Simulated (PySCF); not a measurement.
Computed shifts of a molecule C2H6N2OSi, PBE/pcSseg-1 in PySCF, GIAO, gas phase, atoms alike by connectivity averaged where their shifts nearly agree, in ppm (number of nuclei): ¹³C: 112.9 (1), -2.8 (1). ²⁹Si: 0.1 (1). ¹⁵N: 184.6 (1), 42.7 (1). ¹H: 5.35 (1), 1.80 (1), 1.56 (1), 0.80 (3). References: ¹³C against TMS (σ = 182.0 ppm); ²⁹Si against TMS (σ = 335.4 ppm); ¹⁵N against NH3 (σ = 267.0 ppm); ¹⁷O against H2O (σ = 334.3 ppm); ¹H against TMS (σ = 31.49 ppm), references at their B3LYP-D3(BJ)/def2-TZVP geometries, non-relativistic. Coordinates come from a r2SCAN-D4/def2-SVP optimisation. Other conformers were not sampled.

Q: Pick the molecule that these values belong to.
A) CN[SiH2]N=C=O
B) N#CC[Si@H](N)O
C) C[Si@@H](N)OC#N
D) N[SiH2]C1=NCO1

A: C, C[Si@@H](N)OC#N
